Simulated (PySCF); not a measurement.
All numbers come from PySCF, PBE0, basis Al def2-TZVP, Br def2-TZVP (no relativity, density fitting).

Each entry is the lowest minimum that a search over a few typed start shapes (and spin states, where more than one is plausible) found, or that minimum re-optimised at the stated level; isomers with ligand–ligand bonds, or fragments after loss of a ligand pair, can lie lower. Open shells are unrestricted.

AlBr₂ is a doublet of C2v symmetry with Al–Br 2.267 Å (×2); Br–Al–Br 119.7°. Its wavenumbers are 96, 342, 465 cm⁻¹.

What changes when one electron is removed, giving AlBr₂⁺?

It costs 7.66 eV between the minima (7.68 eV with zero-point energy). AlBr₂⁺ is a singlet of D∞h symmetry with Al–Br 2.149 Å (×2); Br–Al–Br 180.0°; wavenumbers 118 (×2), 259, 673 cm⁻¹.
